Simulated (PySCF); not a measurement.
An unknown gives this computed stick spectrum. Method used: PySCF, TDDFT wB97X-D/def2-SVPD, vertical, gas phase, core orbitals frozen in the response. Geometries: GFN2-xTB, one conformer each.

```json
{"state": "S1", "λ (nm)": "163.9", "f": "0.0006"}
{"state": "S2", "λ (nm)": "155.6", "f": "0.0071"}
{"state": "S3", "λ (nm)": "155.2", "f": "0.029"}
{"state": "S4", "λ (nm)": "153.1", "f": "0.019"}
{"state": "S5", "λ (nm)": "151.5", "f": "0.0018"}
{"state": "S6", "λ (nm)": "148.1", "f": "0.011"}
{"state": "S7", "λ (nm)": "142.5", "f": "0.0043"}
{"state": "S8", "λ (nm)": "140.3", "f": "0.160"}
```

Question: Which structure fits? All have the formula C5H11NSi.
A. `C=N[C@@H]1C[SiH2][C@@H]1C`
B. `[H]/N=C\[C@@H]1C[SiH2][C@H]1C`
C. `C(=N/C)/[C@@H]1[SiH2]CC1`
D. `C([SiH2]CC#N)(C)C`

Answer: D. Its S1, at 7.56 eV, is the highest among the candidates; the nearest of the others has S1 at 5.15 eV. S1 is HOMO-1→LUMO+2 (21%), HOMO→LUMO+2 (12%), HOMO-1→LUMO+4 (12%). Löwdin shares by element: HOMO carbon 45% or more, silicon 18% (atoms not listed hold the other 37%); LUMO silicon 26%, carbon 25% or more, hydrogen 9% or more (atoms not listed hold the other 40%). At the same level the other candidates give, for their lowest levels:
- `C/N=C\[C@H]1CC[SiH2]1`: 254 nm (f 0.002); 197 nm (f 0.043); 186 nm (f 0.132); 180 nm (f 0.034); 176 nm (f 0.109); T1 4.20 eV; HOMO -8.55, LUMO 1.42 eV
- `[H]/N=C\[C@@H]1C[SiH2][C@H]1C`: 241 nm (f 0.003); 183 nm (f 0.059); 176 nm (f 0.059); 168 nm (f 0.035); 166 nm (f 0.015); T1 4.44 eV; HOMO -9.01, LUMO 1.30 eV
- `C=N[C@@H]1C[SiH2][C@@H]1C`: 248 nm (f 0.001); 183 nm (f 0.017); 176 nm (f 0.004); 173 nm (f 0.017); 168 nm (f 0.138); T1 4.27 eV; HOMO -9.04, LUMO 1.54 eV

Shape of the structure used: `[CH3:1][CH:2]([CH3:3])[SiH2:4][CH2:5][C:6]#[N:7]`: C1–C2–Si4–C5 53°, C2–Si4–C5–C6 48°.
Triplets come from the Tamm–Dancoff approximation.
